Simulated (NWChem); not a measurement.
toluene (C$_{7}$H$_{8}$); SMILES Cc1ccccc1

All runs: NWChem. The geometry was optimised at PBE0/def2-SVP. Level: M06-2X/def2-SVP with SMD, gas-phase geometry; reactions with the solvents are ignored.

```tsv
SMD term (kcal/mol)	water	benzene
distortion of the solute's density	0.64	0.18
polarisation	-4.53	-2.23
cavity, dispersion and structure	3.20	-3.91
```

Question: Sum the solvation free energies, find the transfer free energy from water to benzene and the partition coefficient at 298.15 K.

Answer: 
1. ΔG(solv, water) = -0.69 kcal/mol and ΔG(solv, benzene) = -5.96 kcal/mol (1 M gas to 1 M solution).
2. Transfer: -5.96 − (-0.69) = -5.27 kcal/mol.
3. log₁₀ K(benzene/water) = −ΔG/(RT ln 10) = 5.27/1.364 = 3.9, so the model puts more of the solute in benzene.
4. Of the transfer energy, 1.84 kcal/mol is electrostatic and -7.11 comes from the non-electrostatic term. The two phases are taken as the pure solvents.
